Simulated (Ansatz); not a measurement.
`[F][AlH][SiH2]Cl` → `[F][Al]([SiH3])[Cl]`  (isomerisation)

Gas-phase electronic energies from Ansatz, PBE0-D4/def2-TZVP geometries. CCSD(T)/CBS is the MP2 limit (def2-TZVPP, def2-QZVPP) plus CCSD(T) − MP2 in def2-TZVPP, frozen cores. DFT in def2-TZVPP. B3LYP here is the variant with VWN-RPA as its local correlation; programs differ in this. HSE06 is defined as in plane-wave codes. One conformer a species, not always the lowest.

`[F][AlH][SiH2]Cl`:

Z-matrix (Å, degrees):
```
Si
Al 1 2.455
Cl 1 2.073 2 107.8
H 1 1.487 2 113.3 3 -118.6
H 1 1.488 2 113.3 3 118.6
F 2 1.652 1 116.0 3 -179.6
H 2 1.578 1 126.4 3 0.3
```

`[F][Al]([SiH3])[Cl]`:

```xyz
7

F    -1.816   -1.806   -0.446
Al   -0.623   -1.090    0.432
Si    0.476    0.905   -0.420
Cl   -0.140   -1.981    2.258
H    -0.526    1.988   -0.611
H     1.105    0.610   -1.736
H     1.524    1.375    0.523
```

```csv
level,ΔE (kcal/mol),difference from CCSD(T)/CBS
PBE-D4,-19.6,0.6
PBE0-D4,-19.9,0.3
B3LYP-D4,-19.9,0.3
HSE06-D4,-19.9,0.3
BHLYP-D4,-20.2,0.0
PBE,-19.7,0.5
revPBE,-19.5,0.7
PBE0,-20.0,0.2
r2SCAN0,-20.9,-0.7
BHLYP,-20.3,-0.1
CAM-B3LYP,-20.2,0.0
LC-ωPBE,-20.0,0.2
RPA@PBE/def2-TZVPP,-19.8,0.4
MP2/def2-TZVPP,-20.6,-0.4
CCSD/def2-TZVPP,-20.7,-0.5
CCSD/CBS(def2),-20.2,0.0
CCSD(T)/CBS,-20.2,0
```

Largest T1 diagnostic among the species: 0.012.

At CCSD(T), def2-SVP lies −3.0 kcal/mol from the extrapolated value and def2-TZVPP −0.5 kcal/mol. Leaving LDA and LC-ωPBE aside and taking each functional with its dispersion term where it has one, the values, not all of them listed here, spread over 2.0 kcal/mol, from r2SCAN-D4 to B97M-V.
